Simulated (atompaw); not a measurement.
**Before and after: PAW (atompaw) potential for Nd (Z = 60)**

Nd, PAW, made with atompaw 4.2.0.5 (PBEsol, scalar-relativistic). Core [Kr] 4d10, reference 4f4 5s2 5p6 5d0 6s1.75 6p0.25. Waves: 5s (bound); 6s (bound); 5p (bound); 6p (bound); 5d (bound, empty); 5d channel at 1.25 Ry; 4f (bound); 4f channel at 1.7 Ry. Local part: bessel scheme, radius 2.15 bohr. Core correction: smooth core density matched at 1.70 bohr. Augmentation charge: sinc compensation charge, radius 2.70 bohr; PAW radius 3.00 bohr; waves and projectors: bloechl.

All-electron outer shells of the reference configuration (PBEsol, scalar-relativistic, ld1.x):

| shell | level (eV) | outermost node (bohr) | outermost maximum (bohr) |
| --- | --- | --- | --- |
| 4p | -226.00 | 0.32 | 0.59 |
| 4d | -116.87 | 0.29 | 0.62 |
| 5s | -40.81 | 0.72 | 1.32 |
| 5p | -22.41 | 0.77 | 1.50 |
| 6s | -3.70 | 1.77 | 3.78 |
| 5d | -2.17 | 0.88 | 2.21 |
| 4f | -2.09 | – | 0.67 |
| 6p | -1.37 | 2.13 | 5.04 |

Change: waves 5s (bound): rc 1.65 bohr; 6s (bound): rc 3.00 bohr; 5p (bound): rc 2.85 bohr; 6p (bound): rc 2.40 bohr; 5d (bound): rc 3.00 bohr; 5d channel at 1.25 Ry: rc 3.00 bohr; 4f (bound): rc 1.20 bohr; 4f channel at 1.7 Ry: rc 1.20 bohr; augmentation sinc compensation charge, radius 2.70 bohr; PAW radius 3.00 bohr; waves and projectors: custom polynom2 7 10 vanderbiltortho.

Cutoffs: the cutoffs (Ry, on a coarse ladder) from which the occupation-weighted sum of valence levels, in a spherical-Bessel basis at the reference potential, stays within 10 and 1 mRy of its value at 400 Ry; they do not see the model core or the augmentation charge, which bear on the density cutoff.

Question: What does the change do?

Answer: A bound ghost appears in s, which as a rule spoils a file; the range in which the s phases agree narrows (upper end 3.5 → 0.0); the range in which the p phases agree narrows (upper end at the end of the scan → 0.6).

| quantity | base | changed |
| --- | --- | --- |
| cutoffs, loose and tight | 25 Ry, 30 Ry | not determined |
| bound ghosts | none | s |
| s: phases at 3.01 bohr within 0.05 rad from the reference energy up to (Ry; the scan ends near 5) | 3.5 | 0.0 |
| p: phases at 3.01 bohr within 0.05 rad from the reference energy up to (Ry; the scan ends near 5) | to the end of the scan | 0.6 |
| d: phases at 3.01 bohr within 0.05 rad from the reference energy up to (Ry; the scan ends near 5) | to the end of the scan | 2.6 |
| f: phases at 3.01 bohr within 0.05 rad from the reference energy up to (Ry; the scan ends near 5) | 4.2 | to the end of the scan |
| lowest overlap eigenvalue by channel | s 0.45, p 0.65, d 0.91, f 1.00 | s 0.39, p 1.00, d 0.87, f 0.99 |

 A true bound ghost makes a file unfit for plane-wave use even where its test errors are small: the radial tests pick states by their node count and pass the ghost by. The cutoffs see the waves, projectors and local potential, not the compensation charge or the core.
